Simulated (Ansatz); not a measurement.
Ansatz results at the PBE0-D4/def2-TZVP geometry: HOMO–LUMO gap (ωB97M-V/def2-TZVPP) 9.93 eV; HOMO energy (PBE/def2-TZVPP) -7.41 eV; LUMO energy (PBE0/def2-TZVPP) -3.38 eV.

Each molecule was computed in one conformer, which needn't be the lowest.

(1) Which molecule gave them?
A. `[O]=[W]([OH])([OH])([Cl])[Cl]`
B. `[OH][W]([OH])([OH])([OH])=[S]`
C. `[NH2][W]([NH2])(=[O])=[O]`
D. `C[O][W](=[NH])(=[NH])[OH]`

Results:

(1) A. The others give `C[O][W](=[NH])(=[NH])[OH]`: 11.10, -6.00, -0.50; `[OH][W]([OH])([OH])([OH])=[S]`: 9.43, -6.42, -2.57; `[NH2][W]([NH2])(=[O])=[O]`: 11.14, -6.42, -1.17.
